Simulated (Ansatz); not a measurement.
Consider the formal exchange of groups at the Si–N bond: `O[SiH2]N[SiH2][SiH3]` + `[OH][AlH2]` → `[OH][AlH][SiH2]O` + `N[SiH2][SiH3]`.

Isolated molecules relaxed with PBE0-D4/def2-TZVP in Ansatz; ΔE leaves out vibrations. CCSD(T)/CBS is the MP2 limit (def2-TZVPP, def2-QZVPP) plus CCSD(T) − MP2 in def2-TZVPP, frozen cores. This one scheme is used for every species. DFT in def2-TZVPP. Each species was taken in one conformer, which may not be the lowest.

```
             level  ΔE (kJ/mol)
           ωB97M-V         99.3
CCSD(T)/def2-TZVPP         94.3
```

Question: What does CCSD(T)/CBS give? (Best estimate.)

Answer: Computed: +93.7 kJ/mol. The listed levels differ from it by 5.6, 0.6 kJ/mol.

Largest T1 diagnostic among the species: 0.013.

From PBE to PBE0 (25 % exact exchange), in def2-TZVPP and without D4, ΔE moves by +8.5 kJ/mol. The D4 term adds +10.1 kJ/mol with B3LYP and +5.6 kJ/mol with PBE0; it sums over pairs of atoms, weighted by their polarisabilities, and B3LYP, whose exchange is more repulsive, gets the larger term.

B3LYP here is the variant with VWN-RPA as its local correlation; programs differ in this.
